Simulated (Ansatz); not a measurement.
Mulliken charges of `OBOBF` from ωB97M-V/def2-TZVPP in Ansatz (PBE0-D4/def2-TZVP geometry).

```tsv
atom	x (Å)	y (Å)	z (Å)	charge (e)
O1	1.100	0.911	0.791	-0.250
B2	-0.210	0.578	0.764	0.228
O3	-0.582	-0.551	0.094	-0.335
B4	-0.253	-1.151	-1.064	0.350
F5	0.241	-0.437	-2.067	-0.244
H6	1.278	1.700	1.306	0.198
H7	-1.045	1.212	1.342	0.027
H8	-0.439	-2.319	-1.222	0.026
```

Task: By hand: the dipole of these point charges (1 e Å = 4.8032 D).

Result: Σ q r = (-0.062, 0.101, 0.340) e Å, of length 0.360 e Å = 1.73 D.

Task: How does the dipole of the full density compare? (An estimate is asked.)

Result: The calculation gave: (0.015, 0.267, 0.323) e Å, 2.01 D; the point charges give 0.86 times that, at 26° from its direction.

Point charges leave out the atoms' own dipoles, such as those of lone pairs, and Mulliken's split depends on the basis, so the two needn't agree.
